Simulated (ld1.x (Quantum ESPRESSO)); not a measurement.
**What the settings do to the RRKJ potential of nitrogen (N)**

Base potential:

ld1.x (Quantum ESPRESSO) 7.5 input, shortened:

```
&input
   title='N', zed=7., rel=0, dft='PBE', iswitch=3,
   config='[He] 2s2 2p3 3d-2'
 /
 &inputp
   pseudotype=2, tm=.false., rho0=0.01, lloc=2,
   nlcc=.true., new_core_ps=.true., rcore=0.65
 /
3
2S  1  0   2.00   0.00  1.00  1.00  0.0
2P  2  1   3.00   0.00  1.10  1.10  0.0
3D  3  2  -2.00   0.05  0.85  0.85  0.0
 &test
   configts(1)='2s2 2p3'
 /
```

Cutoffs, loose and tight: the cutoffs (Ry, on a coarse ladder) from which the occupation-weighted sum of valence levels, in a spherical-Bessel basis at the reference potential, stays within 10 and 1 mRy of its value at 400 Ry. They do not see the model core or the augmentation charge, which bear on the density cutoff. Test errors are all-electron minus pseudo excitation energies from the reference, over the configurations 2s2 2p2; 2s2 2p1; 2s2 2p0; 2s1 2p0; 2s2 2p2.5; 2s2 2p3.3; 2s0 2p5. A dash means not determined; rows that change the core or the reference have their own tests.

```tsv
change	outcome	cutoff, loose	cutoff, tight	bound ghosts	largest test error (meV)
base	generated	80 Ry	110 Ry	none	+616
wave 3d channel at 0.05 Ry: rc 0.85 bohr becomes 3d channel at 0.05 Ry: rc 0.58 bohr	generated	80 Ry	110 Ry	none	+624
wave 3d channel at 0.05 Ry: rc 0.85 bohr becomes 3d channel at 0.05 Ry: rc 0.70 bohr	generated	80 Ry	110 Ry	none	+620
wave 3d channel at 0.05 Ry: rc 0.85 bohr becomes 3d channel at 0.05 Ry: rc 0.80 bohr	generated	80 Ry	110 Ry	none	+617
wave 3d channel at 0.05 Ry: rc 0.85 bohr becomes 3d channel at 0.05 Ry: rc 0.90 bohr	generated	80 Ry	110 Ry	none	+615
wave 3d channel at 0.05 Ry: rc 0.85 bohr becomes 3d channel at 0.05 Ry: rc 1.00 bohr	generated	80 Ry	110 Ry	none	+614
wave 3d channel at 0.05 Ry: rc 0.85 bohr becomes 3d channel at 0.05 Ry: rc 1.16 bohr	generated	80 Ry	110 Ry	none	+614
wave 3d channel at 0.05 Ry: rc 0.85 bohr becomes 3d channel at 0.05 Ry: rc 1.28 bohr	generated	80 Ry	110 Ry	none	+616
```

Reading the sweep of the d radius (base included, trends over the rows without a ghost): The loose cutoff stays near 80 Ry. The median size of the test errors (rows with all tests solved) stays near 14.8 meV.
